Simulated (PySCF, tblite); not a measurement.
Isomers of C6H15P. Calculated harmonic vibrations of the isolated species, GFN2-xTB (tblite), most abundant isotopes, no scaling. The method is semi-empirical: single wavenumbers can be off by several per cent or more. Modes of hydrogen on phosphorus can be 10 to 20 % off. One conformer each.

Electronic energies: PBE0/pcSseg-1 single points on the GFN2-xTB geometries (PySCF, gas phase).

```
        SMILES  electronic energy, lowest = 0 (kcal/mol)
     CCCPC(C)C                                       5.6
     CCPCC(C)C                                       6.2
     CCCCP(C)C                                       0.0
C=CP(C)(C)(C)C                                      65.9
```

How do GFN2-xTB zero-point energies change the relative energies?

```csv
SMILES,ZPE (kcal/mol),of it from modes above 1550 cm⁻¹,electronic (kcal/mol),"with ZPE, lowest = 0 (kcal/mol)",lowest mode (cm⁻¹),rings
CCCCP(C)C,122.5,64.1,0.0,0.0,48,0
CCCPC(C)C,122.3,63.1,5.6,5.4,42,0
CCPCC(C)C,122.3,63.0,6.2,6.0,48,0
C=CP(C)(C)(C)C,117.8,67.0,65.9,61.2,11i,0
```

The zero-point energies span 4.7 kcal/mol, from `C=CP(C)(C)(C)C` to `CCCCP(C)C`. Slightly imaginary modes are left out of the zero-point energy: `C=CP(C)(C)(C)C` 11.1i cm⁻¹. The order is unchanged.

And how do the electronic energies of GFN2-xTB itself compare?

`CCCCP(C)C` 0.0; `CCCPC(C)C` 1.7; `CCPCC(C)C` 0.1; `C=CP(C)(C)(C)C` 60.0 kcal/mol, lowest = 0. Against the energies above, taken from the same isomer `CCCCP(C)C`, the largest difference is 6.1 kcal/mol.

What do entropy and thermal enthalpy add at 298.15 K and 1 bar (rigid rotor, harmonic oscillator, one conformer each)?

```csv
SMILES,point group,symmetry number,S (cal/(mol K)),H − H(0) (kcal/mol),ZPE + H − H(0) − TS (kcal/mol)
CCCCP(C)C,C1,1,101.4,7.36,99.6
CCCPC(C)C,C1,1,101.2,7.25,99.3
CCPCC(C)C,C1,1,99.4,7.09,99.7
```

Not tabulated: `C=CP(C)(C)(C)C` (lowest mode only 11i cm⁻¹).
